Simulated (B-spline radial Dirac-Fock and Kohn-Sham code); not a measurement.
# Dipole and non-dipole photoemission parameters of Er 4f7/2

System: neutral erbium, 1s2 2s2 2p6 3s2 3p6 3d10 4s2 4p6 4d10 4f12 5s2 5p6 6s2; threshold 8.96 eV (orbital energy of the model). Method: Dirac-Hartree-Slater photoionisation with a Latter tail; cross sections with all multipoles, angular parameters from the dipole term and its interference with E2. Computed with an atomic code on a B-spline grid.

For linearly polarised light dσ/dΩ = σ/(4π) [1 + β P₂(cos θ) + (δ + γ cos²θ) sin θ cos φ], with θ from the polarisation vector and φ the angle between the beam and the projection of the electron momentum on the plane normal to the polarisation.

```
hν (eV)   σ (kb)      β      γ      δ
     60     3410  0.524  0.006  0.010
   60.6     3440  0.519  0.006  0.010
   64.1     3580  0.488  0.006  0.011
   67.4     3700  0.464  0.006  0.011
   67.7     3710  0.462  0.006  0.011
     80     4050  0.399  0.006  0.013
   94.7     4210  0.361  0.006  0.014
    108     4210  0.348  0.006  0.016
    118     4170  0.347  0.006  0.016
    150     3860  0.373  0.008  0.019
    285     2080  0.591  0.017  0.028
    423     1020  0.771  0.034  0.036
    499      708  0.843  0.049  0.041
    600      450  0.914  0.072  0.048
    606      438  0.918  0.074  0.048
    844      175  1.013  0.147  0.063
   1010      102  1.045  0.206  0.073
   1250     51.7  1.062  0.295  0.087
   1540     25.7  1.057  0.398  0.103
   2000     10.3  1.026  0.545  0.128
   2030     9.76  1.023  0.554  0.130
   4660    0.402  0.804  1.059  0.268
 5414.7    0.217  0.759  1.149  0.306
 8047.8   0.0402  0.641  1.369  0.432
   8540   0.0310  0.624  1.398  0.454
   8690   0.0287  0.619  1.407  0.460
  10400   0.0130  0.568  1.490  0.533
  11600        ?      ?      ?      ?
  12000  0.00681  0.529  1.549  0.598
  12700  0.00526  0.513  1.571  0.626
```

Problem. Give the values at 11600 eV.

Solution. σ = 0.00794 kb, β = 0.538, γ = 1.536, δ = 0.582.
